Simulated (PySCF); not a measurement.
C2H6GeSi, SMILES [SiH2]1[GeH2][CH]=C1. Geometry: B3LYP-D3(BJ)/def2-SVP. The structure was generated by enumeration, and PubChem lists no compound with its InChIKey, so it may never have been made.

Level of theory: B3LYP-D3(BJ)/def2-SVP in PySCF.

Harmonic wavenumbers (cm⁻¹): 196, 339, 366, 401, 526, 546, 610, 645, 645, 702, 768, 773, 880, 959, 1017, 1056, 1265, 1557, 2102, 2107, 2200, 2205, 3117, 3140. Rotational constants (GHz): 6.170, 3.023, 2.133; symmetry number 1.

### Question
Work out the zero-point energy and the ideal-gas rigid-rotor harmonic-oscillator thermochemistry at 298.15 K and 1 atm.

### Answer
ZPE = ½ Σ hcν = ½ × 28123 cm⁻¹ = 40.20 kcal/mol. H − E(el) = 44.39 kcal/mol. Entropy in cal/(mol K): translation 40.52, rotation 26.49, vibration 9.02, total 76.03. G − E(el) = 21.72 kcal/mol. Cp = 23.74 cal/(mol K).
